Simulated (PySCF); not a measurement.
## Calculated data, BClFO, BFHO₂, CH₃AlNO, Al₂ClH₂ and others

All values are calculated (PySCF 2.14.0). Calculation on a computer-drawn molecule: optimised geometry and harmonic frequencies of an isolated molecule of the commonest isotopes, restricted reference for singlets and unrestricted otherwise, frozen core in MP2.

(1) BClFO

Start structure:
```xyz
4
BClFO
O     -0.5361     0.5036    -3.8019
B     -0.5245     1.5722    -3.1749
F     -0.0399     2.8481    -3.5971
Cl    -1.1454     1.9503    -1.3627
```

It was run with charge -1, multiplicity 1, method HF and basis aug-cc-pV(D+d)Z.

Results for BClFO: rotational constants 10.23, 4.599, 3.172 GHz; total energy -658.7109 hartree; convergence status largest gradient component 1.667e-05 hartree/bohr.

Drawn bonds:
```tsv
atom	other atom	order
1	2	1
2	3	1
2	4	1
```

Optimised structure:
```xyz
4
BClFO
O     -0.5523     0.5155    -3.7563
B     -0.5105     1.6157    -3.1769
F     -0.0372     2.8356    -3.6137
Cl    -1.1458     1.9073    -1.3897
```

Modes:
```tsv
frequency (cm⁻¹)	reduced mass (dalton)
345.5	18.31
393.5	22.76
609.9	14.14
655.5	11.78
974.1	13.73
1763	12.37
```

(2) BFHO₂

Start structure:
```xyz
5
BFHO2
O     -0.5745    -3.5748    -0.0413
B      0.1929    -2.6135     0.2425
O     -0.0620    -1.4901     1.0760
F      1.5326    -2.4740    -0.2516
H      0.6997    -0.9389     1.0987
```

Here we set charge -1, multiplicity 1, method MP2 and basis aug-cc-pVDZ.

Results for BFHO₂: rotational constants 10.4, 9.283, 4.904 GHz; total energy -275.3477 hartree; convergence status largest gradient component 2.78e-05 hartree/bohr.

Drawn bonds:
```tsv
atom	other atom	order
1	2	1
2	3	1
2	4	1
3	5	1
```

Optimised structure:
```xyz
5
BFHO2
O     -0.5970    -3.6034    -0.0499
B      0.1850    -2.6185     0.2427
O     -0.0810    -1.4740     1.0947
F      1.5620    -2.4607    -0.2558
H      0.7196    -0.9348     1.0926
```

Modes:
```tsv
frequency (cm⁻¹)	reduced mass (dalton)
434.5	5.348
463.9	15.25
469.8	1.092
680.7	11.41
727.4	13.9
920.7	3.579
1108	1.59
1581	9.884
3853	1.065
```

(3) CH₃AlNO

Start structure:
```xyz
7
CH3AlNO
C      0.5793    -1.3957    -0.3588
N     -0.3321    -1.6884     0.6748
Al    -0.8046    -0.6722     2.0312
O     -1.2365     0.2192     3.2548
H      1.1926    -0.5104    -0.2460
H      0.9813    -2.2260    -0.9239
H     -0.7814    -2.5762     0.5437
```

It was run with charge 0, multiplicity 2, method MP2 and basis cc-pV(D+d)Z.

Results for CH₃AlNO: rotational constants 46.48, 2.786, 2.631 GHz; total energy -411.3493 hartree; spin squared 0.7608; convergence status largest gradient component 1.989e-05 hartree/bohr.

Drawn bonds:
```tsv
atom	other atom	order
1	2	1
2	3	1
3	4	2
1	5	1
1	6	1
2	7	1
```

Optimised structure:
```xyz
7
CH3AlNO
C      0.5876    -1.4001    -0.3626
N     -0.3181    -1.7080     0.6706
Al    -0.8072    -0.6641     2.0385
O     -1.2643     0.2637     3.2979
H      1.2079    -0.5099    -0.2358
H      0.9713    -2.2244    -0.9669
H     -0.7787    -2.6068     0.5340
```

Modes:
```tsv
frequency (cm⁻¹)	reduced mass (dalton)
120.7	5.156
166.5	1.871
189.4	3.124
281.3	5.398
484.1	1.23
580.8	1.218
638.6	5.281
1068	2.168
1088	2.01
1256	3.249
1392	1.43
1510	1.208
3202	1.049
3332	1.123
3612	1.074
```

(4) Al₂ClH₂

Start structure:
```xyz
5
Al2ClH2
Al    -1.4843    -2.8095    -1.0737
Al    -0.6270    -2.0142     1.3927
Cl     0.0136    -1.4141     3.2354
H     -2.8138    -2.0938    -1.4380
H     -0.4933    -3.8385    -1.6831
```

It was run with charge 1, multiplicity 1, method MP2 and basis cc-pV(D+d)Z.

It finds rotational constants 117.1, 1.381, 1.365 GHz; total energy -944.5545 hartree; convergence status largest gradient component 3.024e-05 hartree/bohr.

Drawn bonds:
```tsv
atom	other atom	order
1	2	1
2	3	1
1	4	1
1	5	1
```

Optimised structure:
```xyz
5
Al2ClH2
Al    -1.4842    -2.8090    -1.0733
Al    -0.6304    -2.0165     1.3813
Cl     0.0114    -1.4172     3.2292
H     -2.8162    -2.0877    -1.4293
H     -0.4853    -3.8397    -1.6745
```

Modes:
```tsv
frequency (cm⁻¹)	reduced mass (dalton)
88.91	8.594
94	15.89
232.4	15.72
393.2	1.129
550.9	1.122
637.6	23.35
702.2	1.063
2047	1.016
2098	1.071
```

(5) Al₂FHN

Start structure:
```xyz
5
Al2FHN
F     -1.3579    -1.2824     2.8687
Al    -0.8930    -0.9704     1.3216
N     -0.5204    -0.6034    -0.4216
Al     0.1928     0.3965    -1.5735
H      0.6806     1.3033    -2.6560
```

Settings of this run: charge 1, multiplicity 1, method HF and basis cc-pV(D+d)Z.

Drawn bonds:
```tsv
atom	other atom	order
1	2	1
2	3	1
3	4	2
4	5	1
```

## Withheld values
1. Give the missing rotational constants for Al₂FHN (entry 5).
2. Al₂FHN (entry 5): total energy?

Calculated values
1. 1.57, 1.57 GHz
2. -638.1471 hartree

Further results for Al₂FHN (entry 5):

```
convergence status largest gradient component : 2.559e-05 hartree/bohr
```

Optimised structure:
```xyz
5
Al2FHN
F     -1.4112    -1.5388     2.7033
Al    -0.9020    -0.8900     1.3168
N     -0.3801    -0.2266    -0.1013
Al     0.1516     0.4404    -1.5289
H      0.6439     1.0586    -2.8508
```

Modes:
```tsv
frequency (cm⁻¹)	reduced mass (dalton)
86.07	7.274
230.1	13.62
230.1	13.64
469.7	1.199
469.8	1.199
540.3	15.9
978.9	19.33
1386	14.65
2170	1.052
```
